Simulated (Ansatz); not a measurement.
Two isomers of CH5ClO2Si2: A = `[SiH3]O[Si]1(Cl)CO1`, B = `O=C[SiH](Cl)O[SiH3]`.

Computed with Ansatz on PBE0-D4/def2-TZVP structures; ΔE is electronic, products minus reactants. CCSD(T)/CBS adds triple-zeta CCSD(T) − MP2 to the extrapolated MP2 energy (def2 sets, frozen cores). DFT in def2-TZVPP. B3LYP here is the variant with VWN-RPA as its local correlation; programs differ in this. Each species was taken in one conformer, which may not be the lowest.

A:

Z-matrix (Å, degrees):
```
Si
O 1 1.648
H 1 1.482 2 108.3
H 1 1.481 2 108.0 3 -119.3
H 1 1.483 2 109.8 3 120.3
Si 2 1.601 1 150.2 3 -110.7
C 6 1.783 2 124.6 1 161.3
Cl 6 2.028 2 109.3 1 2.4
O 6 1.627 2 119.2 1 -136.0
H 7 1.088 6 122.3 2 5.6
H 7 1.087 6 122.9 2 -160.3
```

B:

Z-matrix (Å, degrees):
```
Si
C 1 1.919
O 1 1.608 2 107.3
Cl 1 2.049 2 105.7 3 -119.8
H 1 1.478 2 113.3 3 122.3
O 2 1.207 1 118.8 3 2.7
H 2 1.114 1 121.4 3 -178.8
Si 3 1.654 1 142.8 2 -26.4
H 8 1.481 3 109.6 1 85.8
H 8 1.482 3 110.4 1 -36.6
H 8 1.483 3 106.4 1 -155.6
```

Which is lower in electronic energy at CCSD(T)/CBS, and by how much? (Estimate.)

Ansatz gave: A, by 34.6 kJ/mol.

Give E(B) − E(A) in kJ/mol with B3LYP-D4, PBE0-D4, MP2/def2-TZVPP, CCSD(T)/def2-TZVPP, B2PLYP, PBE-D4, ωB97M-V. (Best estimate.)

Ansatz gave: B3LYP-D4 23.2, PBE0-D4 37.7, MP2/def2-TZVPP 40.9, CCSD(T)/def2-TZVPP 30.5, B2PLYP 29.1, PBE-D4 32.3, ωB97M-V 33.8. None reverses the order clearly.

Largest T1 diagnostic: 0.013.

From PBE to PBE0 (25 % exact exchange), in def2-TZVPP and without D4, E(B) − E(A) moves by +5.4 kJ/mol. In def2-TZVPP, CCSD(T) changes the Hartree–Fock value by +21.8 kJ/mol (the triples alone add +0.6 kJ/mol) and MP2 by +32.2 kJ/mol.
